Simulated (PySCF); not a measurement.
CH2BrCl.
SMILES: `BrCCl`

Level of theory: PySCF, PBE0-D3(BJ)/def2-SVP geometry optimisation, gas phase.

Masses are those of the commonest isotopes; rigid-rotor values at the optimised geometry. 

Give the principal moments of inertia and the rotational constants in MHz.

Ia = 16.90, Ib = 239.74, Ic = 253.36 u·Å²; 505379 MHz·u·Å²/I gives A = 29910, B = 2108, C = 1995 MHz.

Classify the top.

A near-prolate asymmetric top. Ray's parameter κ = (2B − A − C)/(A − C) = -0.992; −1 is the prolate and +1 the oblate limit.

Is it planar, by Δ = Ic − Ia − Ib?

Not planar: Δ = Ic − Ia − Ib = -3.28 u·Å². For a rigid frame Δ = −2 Σ m c², so Σ m c² = 1.64 u·Å² lies off the ab plane, practically all of it from hydrogen. The atom farthest from that plane is 0.90 Å away.

Give the other two planar moments, Paa and Pbb, and the rms extents of the mass along the axes.

Paa = Σ m a² = (Ib + Ic − Ia)/2 = 238.10 and Pbb = Σ m b² = (Ia + Ic − Ib)/2 = 15.26 u·Å². With the mass M = 127.90 u, the rms extents √(P/M) along a, b and c are 1.36, 0.35, 0.11 Å.

Where do the levels up to J = 3 lie, in MHz?

Above 0(0,0):
J = 1: 1(0,1) 4103, 1(1,1) 31904, 1(1,0) 32018
J = 2: 2(0,2) 12308, 2(1,2) 39997, 2(1,1) 40337, 2(2,1) 123742, 2(2,0) 123742
J = 3: 3(0,3) 24615, 3(1,3) 52135, 3(1,2) 52815, 3(2,2) 136050, 3(2,1) 136052, 3(3,1) 275342, 3(3,0) 275342
The levels of one J sum to (2J + 1)J(J + 1)(A + B + C)/3.

Which lines would a microwave search look for?

The dipole components are |μa| = 0.13 D, |μb| = 1.59 D, |μc| = 0.00 D; the mirror of this Cs structure is the ab plane, so μc vanishes by symmetry and there are no c-type lines. The squared components, which scale the intensities, stand as 0.01 : 1.00 (a : b). Some lines, for components of 0.1 D or more:

| type | branch | J(Ka,Kc) | MHz | lower level (cm⁻¹) |
| --- | --- | --- | --- | --- |
| a | Q | 2(1,1) ← 2(1,2) | 340 | 1.334 |
| a | Q | 3(1,2) ← 3(1,3) | 680 | 1.739 |
| a | R | 1(0,1) ← 0(0,0) | 4103 | 0.000 |
| a | R | 2(1,2) ← 1(1,1) | 8092 | 1.064 |
| a | R | 2(0,2) ← 1(0,1) | 8205 | 0.137 |
| a | R | 2(1,1) ← 1(1,0) | 8319 | 1.068 |
| a | R | 3(1,3) ← 2(1,2) | 12138 | 1.334 |
| a | R | 3(2,2) ← 2(2,1) | 12308 | 4.128 |
| a | R | 3(2,1) ← 2(2,0) | 12310 | 4.128 |
| a | R | 3(1,2) ← 2(1,1) | 12478 | 1.345 |
| b | Q | 2(1,1) ← 2(0,2) | 28029 | 0.411 |
| b | Q | 3(1,2) ← 3(0,3) | 28200 | 0.821 |
| b | R | 1(1,1) ← 0(0,0) | 31904 | 0.000 |
| b | R | 3(1,3) ← 2(0,2) | 39827 | 0.411 |
| b | Q | 2(2,1) ← 2(1,2) | 83745 | 1.334 |
| b | R | 3(2,2) ← 2(1,1) | 95713 | 1.345 |
| b | R | 3(2,1) ← 2(1,2) | 96055 | 1.334 |
| b | Q | 3(3,0) ← 3(2,1) | 139290 | 4.538 |
| b | R | 3(3,1) ← 2(2,0) | 151600 | 4.128 |

Estimate the classical rotational partition function at 200 K, 298.15 K and 500 K.

Point group Cs, symmetry number σ = 1; q = (√π/σ)·√((kT/h)³/(ABC)), k/h = 20836.6 MHz/K: 42500 at 200 K, 77400 at 298.15 K, 168000 at 500 K.

No frequency check. Zero-point vibration and centrifugal distortion are left out. Quadrupole hyperfine structure (35Cl, 79Br) is left out.

On one thread, AMD EPYC 7R43 (x86_64), shared host, this took 6.1 s of wall time and 0.32 GiB of memory at its peak. That covers the optimisation of the geometry.
